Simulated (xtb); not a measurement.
xtb input:

```bash
xtb mol.xyz --gfn 2 --ohess tight --chrg -1 --uhf 0
```
mol.xyz:
```
15

C      0.55466980    -1.40380635    -1.33448385
Ge     0.02173866    -0.08132469    -0.06855646
C     -1.85413590     0.62189010     0.09888875
C      1.15983337     1.57888627    -0.20933276
N      0.22639091    -0.72146324     1.67001551
H      0.83877548    -0.99878824    -2.31831053
H     -0.13069285    -2.19075488    -1.46138232
H     -2.54456640    -0.20284609     0.17001423
H     -2.09628703     1.24083952    -0.81149589
H     -1.98314406     1.34831787     0.92723241
H      2.17048481     1.31432284    -0.18980331
H      0.96540385     2.21601600     0.68655378
H      0.90894194     2.16578909    -1.09477367
H      0.72092017    -1.58965269     1.65798115
H     -0.67362060    -0.87419869     2.11853537
```

Q: Predict the final energy.

A: -16.47553 Eh (GFN2-xTB).

It need not be the lowest isomer of its formula. Whether it binds its extra electron was not tested at this geometry.
